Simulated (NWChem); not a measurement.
The numbers come from NWChem runs, not from measurements. System: ethylenediamine (C$_{2}$H$_{8}$N$_{2}$), charge 0, spin multiplicity 1, at a geometry optimised with PBE0/def2-SVP. Level: RI-MP2/cc-pVDZ, 4 core orbitals frozen.

NWChem printed:

```
             Northwest Computational Chemistry Package (NWChem) 7.3.0
             --------------------------------------------------------

                                NWChem Input Module
                                -------------------

 Scaling coordinates for geometry "geometry" by  1.889725989
 (inverse scale =  0.529177249)

 Turning off AUTOSYM since
 SYMMETRY directive was detected!

                             Geometry "geometry" -> ""
                             -------------------------

 Output coordinates in angstroms (scale by  1.889725989 to convert to a.u.)

  No.       Tag          Charge          X              Y              Z
 ---- ---------------- ---------- -------------- -------------- --------------
    1 N                    7.0000     0.27643200    -1.83950800    -0.05180800
    2 C                    6.0000    -0.46907000    -0.59786100    -0.03316800
    3 C                    6.0000     0.46907000     0.59786100    -0.03316800
    4 N                    7.0000    -0.27643200     1.83950800    -0.05180800
    5 H                    1.0000    -0.35032400    -2.63346900    -0.15656500
    6 H                    1.0000     0.76199300    -1.97642500     0.83323700
    7 H                    1.0000    -1.17225900    -0.49380200     0.82510300
    8 H                    1.0000    -1.09215200    -0.53711900    -0.94011400
    9 H                    1.0000     1.09215200     0.53711900    -0.94011400
   10 H                    1.0000     1.17225900     0.49380200     0.82510300
   11 H                    1.0000     0.35032400     2.63346900    -0.15656500
   12 H                    1.0000    -0.76199300     1.97642500     0.83323700

 Effective nuclear repulsion energy (a.u.)     132.2959082533

            Nuclear Dipole moment (a.u.)
            ----------------------------
        X                 Y               Z
 ---------------- ---------------- ----------------
    -0.0000000000    -0.0000000000    -0.0000113384

      Symmetry information
      --------------------

 Group name             C2
 Group number              4
 Group order               2
 No. of unique centers     6

      Symmetry unique atoms

     1    2    5    6    7    8


 Summary of "ao basis" -> "" (spherical)
 ------------------------------------------------------------------------------
       Tag                 Description            Shells   Functions and Types
 ---------------- ------------------------------  ------  ---------------------
[...]
     1   0 1 0      0.000000      0.000000     -0.000000
     1   0 0 1      0.755712      0.000000     -0.000011

     2   2 0 0    -20.337279      0.000000     36.606337
     2   1 1 0      2.686842      0.000000     -9.247881
     2   1 0 1      0.000000      0.000000      0.000000
     2   0 2 0    -17.044741      0.000000    265.722227
     2   0 1 1      0.000000      0.000000      0.000000
     2   0 0 2    -19.447903      0.000000     16.489711

                               NWChem RI-MP2 Module
                               --------------------

 Summary of "ri-mp2 basis" -> "ri-mp2 basis" (spherical)
 ------------------------------------------------------------------------------
       Tag                 Description            Shells   Functions and Types
 ---------------- ------------------------------  ------  ---------------------
 N                         cc-pvdz-ri               18       56   7s5p4d2f
 C                         cc-pvdz-ri               18       56   7s5p4d2f
 H                         cc-pvdz-ri                6       14   3s2p1d

 SCF Reference Information:
            File: './mol.movecs'
           Title: ''
    Size (AOxMO):     96 x     96
       Total Occ:              34.00
 RI-MP2 Calculation Information:
          Nr. of AO basis functions:         96
     Nr. of fitting basis functions:        336
               Nr. of MO spin cases:          1
        Nr. of MOs to be correlated:         92
     Nr. of occupied MOs correlated:         13
      Nr. of virtual MOs correlated:         79

          RI integral approximation: 'V'
    Threshold for Schwarz screening:  1.000E-09
 Smallest eigenvalue retained in fit  1.000E-08
    Type of storage for MO integrals 'EAF library'

 Transformation block size   13, requiring     1 integral passes.
 XForm_3cInts: Completed     1:   13 pass.
 Energy evaluation using block sizes    13   13
 RIMP2_V_E2: Approx. ints. done (    1:   13,    1:   13)
 RIMP2_V_E2: Copy to B done (    1:   13,    1:   13)
 RIMP2_V_E2: Denominators done (    1:   13,    1:   13)
 RIMP2_V_E2: Completed block (    1:   13,    1:   13)

          -------------------------------------------
          SCF energy                -189.288750862169
          Correlation energy          -0.634733497880
          Total MP2 energy          -189.923484360049
          -------------------------------------------

 -----------------------
 Performance information
 -----------------------

 Timer overhead =  2.15D-07 seconds/call

               Nr. of calls         CPU time (s)                 Wall time (s)                GFlops
             ---------------    -------------------     ------------------------------   -------------------
Name         Min   Avg   Max    Min     Avg     Max     Min     Avg     Max   Mx/calls   Min     Max     Sum
Overall       1     1     1    2.9     2.9     2.9      2.9     2.9     2.9     2.9      0.0     0.0     0.0
3c integr     1     1     1   0.74    0.74    0.74     0.74    0.74    0.74    0.74      0.0     0.0     0.0
Energy        1     1     1   0.14    0.14    0.14     0.14    0.14    0.14    0.14      0.0     0.0     0.0
3c integr     1     1     1   0.71    0.71    0.71     0.71    0.71    0.71    0.71      0.0     0.0     0.0
First 2/3     3     3     3   1.02E-2 1.02E-2 1.02E-2  1.02E-2 1.02E-2 1.02E-2 3.41E-3   0.0     0.0     0.0
Final 1/3     1     1     1   8.43E-3 8.43E-3 8.43E-3  8.43E-3 8.43E-3 8.43E-3 8.43E-3   0.0     0.0     0.0
Write 3c      1     1     1   1.70E-3 1.70E-3 1.70E-3  1.70E-3 1.70E-3 1.70E-3 1.70E-3   0.0     0.0     0.0
Read 3c i     1     1     1   6.95E-4 6.95E-4 6.95E-4  6.95E-4 6.95E-4 6.95E-4 6.95E-4   0.0     0.0     0.0
Fitting b     1     1     1   9.56E-2 9.56E-2 9.56E-2  9.56E-2 9.56E-2 9.56E-2 9.56E-2   0.0     0.0     0.0
Schwarz i     1     1     1   8.65E-3 8.65E-3 8.65E-3  8.65E-3 8.65E-3 8.65E-3 8.65E-3   0.0     0.0     0.0
Form 4ci      1     1     1   2.60E-2 2.60E-2 2.60E-2  2.60E-2 2.60E-2 2.60E-2 2.60E-2   0.0     0.0     0.0
Form A &      1     1     1   0.11    0.11    0.11     0.11    0.11    0.11    0.11      0.0     0.0     0.0
Denominat     1     1     1   9.43E-4 9.43E-4 9.43E-4  9.44E-4 9.44E-4 9.44E-4 9.44E-4   0.0     0.0     0.0
Pair Ener     1     1     1   4.44E-3 4.44E-3 4.44E-3  4.44E-3 4.44E-3 4.44E-3 4.44E-3   0.0     0.0     0.0

 The average no. of pstat calls per process was 1.60D+01
 with a timing overhead of 3.44D-06s

 Task  times  cpu:        2.9s     wall:        2.9s

 Total times  cpu:        3.0s     wall:        3.0s
```

Problem. Write an NWChem input that would produce this output.

Solution. Several could match; the one computed here: 
```
start mol
memory heap 200 mb stack 900 mb global 1100 mb
geometry units angstroms nocenter noautoz
  N      0.276432    -1.839508    -0.051808
  C     -0.469070    -0.597861    -0.033168
  C      0.469070     0.597861    -0.033168
  N     -0.276432     1.839508    -0.051808
  H     -0.350324    -2.633469    -0.156565
  H      0.761993    -1.976425     0.833237
  H     -1.172259    -0.493802     0.825103
  H     -1.092152    -0.537119    -0.940114
  H      1.092152     0.537119    -0.940114
  H      1.172259     0.493802     0.825103
  H      0.350324     2.633469    -0.156565
  H     -0.761993     1.976425     0.833237
  symmetry group C2
end
basis spherical
  * library cc-pvdz
end
basis "ri-mp2 basis" spherical
  * library cc-pvdz-ri
end
scf
  rhf
  nopen 0
  maxiter 100
  thresh 1e-7
  semidirect memsize 60000000 filesize 0
end
mp2
  freeze core 4
end
task rimp2 energy
```
